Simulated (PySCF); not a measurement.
Compound: C5H14SSi.
SMILES with atom numbers: `[CH3:1][CH2:2][CH2:3][CH2:4][CH2:5][S:6][SiH3:7]` (hydrogens: H8, H9, H10 on C1; H11, H12 on C2; H13, H14 on C3; H15, H16 on C4; H17, H18 on C5; H19, H20, H21 on Si7)

Computed with PySCF at PBE0/pcSseg-1 and B3LYP/def2-SVPD, non-relativistic, on one gas-phase PBE0-D3(BJ)/def2-SVP geometry that isn't relaxed in the solvent. The solvent is an IEF-PCM continuum (Bondi radii, 1.10 Å for H, scaled by 1.2). The model holds no explicit solvent molecules, cavitation or dispersion.

Gas phase at PBE0/pcSseg-1: HOMO -6.91 eV, LUMO 0.29 eV, dipole 1.84 D.

**Question.** What does the continuum do to the energy, the frontier levels and the dipole at PBE0/pcSseg-1 in tetrahydrofuran and dichloromethane?

**Answer.** 
```json
{"solvent": "tetrahydrofuran", "ε": "7.426", "E(solvent) − E(gas) (kcal/mol)": "-2.16", "polarisation term (kcal/mol)": "-2.45", "distortion of the solute (kcal/mol)": "0.29", "HOMO (eV)": "-7.00", "LUMO (eV)": "0.36", "dipole (D)": "2.30"}
{"solvent": "dichloromethane", "ε": "8.93", "E(solvent) − E(gas) (kcal/mol)": "-2.25", "polarisation term (kcal/mol)": "-2.57", "distortion of the solute (kcal/mol)": "0.32", "HOMO (eV)": "-7.00", "LUMO (eV)": "0.36", "dipole (D)": "2.32"}
```

Polarisation term: ½ Σ q·V over the induced surface charges. Distortion: the rise of the solute's own energy as its density leaves the gas-phase optimum. From tetrahydrofuran to dichloromethane the lowering changes by a factor 1.04, Onsager's factor (ε − 1)/(2ε + 1) by 1.04 and ε itself by 1.2.

**Question.** Which radius a makes the point-dipole formula ΔE = −[(ε − 1)/(2ε + 1)]·μ²/a³ give the value in dichloromethane, with the gas-phase dipole?

**Answer.** μ = 0.726 au and |ΔE| = 0.00359 Eh give a = 2.09 Å; the farthest nucleus lies 5.32 Å from the centroid of the nuclei, so such a sphere wouldn't even hold the nuclei. The formula assumes a rigid point dipole at the centre of a sphere.

**Question.** Which Hirshfeld charges (PBE0/pcSseg-1) respond most in dichloromethane (means over atoms taken as equivalent)?

**Answer.** 
```tsv
atoms	environment	gas (e)	solvent (e)	change
S6	sulfur bonded to C and Si	-0.092	-0.121	-0.029
H17/H18	methylene hydrogen	+0.041	+0.046	+0.005
Si7	SiH3 silicon	+0.280	+0.283	+0.003
C5	sp3 carbon bound to sulfur	-0.065	-0.062	+0.003
H19/H20/H21	Si–H hydrogen	-0.074	-0.071	+0.003
H13/H14	methylene hydrogen	+0.036	+0.038	+0.002
```

**Question.** How do the nuclear quadrupole coupling constants eQVzz/h respond in dichloromethane?

**Answer.** 
| nucleus | Q (barn) | gas (MHz) | solvent (MHz) | η gas | η solvent |
| --- | --- | --- | --- | --- | --- |
| 33S at S6 | -0.06781 | 36.68 | 35.20 | 0.79 | 0.80 |

Gas phase at B3LYP/def2-SVPD: HOMO -6.66 eV, LUMO -0.12 eV, dipole 1.78 D.

**Question.** What does the continuum do to the energy, the frontier levels and the dipole at B3LYP/def2-SVPD in dichloromethane?

**Answer.** 
```
        solvent     ε  E(solvent) − E(gas) (kcal/mol)  polarisation term (kcal/mol)  distortion of the solute (kcal/mol)  HOMO (eV)  LUMO (eV)  dipole (D)
dichloromethane  8.93                           -2.15                         -2.50                                 0.35      -6.73      -0.07        2.29
```

**Question.** How does the static polarisability (B3LYP/def2-SVPD, frozen core, with the continuum's full static response) change?

**Answer.** 
```
         medium  isotropic (au)  principal values (au)  ⟨r²⟩ of the electrons (bohr²)
            gas           114.2     94.9, 105.4, 142.3                         2133.3
dichloromethane           149.0    131.5, 144.7, 170.9                         2134.2
```

The isotropic value in dichloromethane is 1.31 times the gas-phase one; no cavity-field correction is applied. ⟨r²⟩ is taken about the centre of nuclear charge.

Conformer computed: `[CH3:1][CH2:2][CH2:3][CH2:4][CH2:5][S:6][SiH3:7]`: C1–C2–C3–C4 177°, C2–C3–C4–C5 66°, C3–C4–C5–S6 -178°, C4–C5–S6–Si7 -70°.
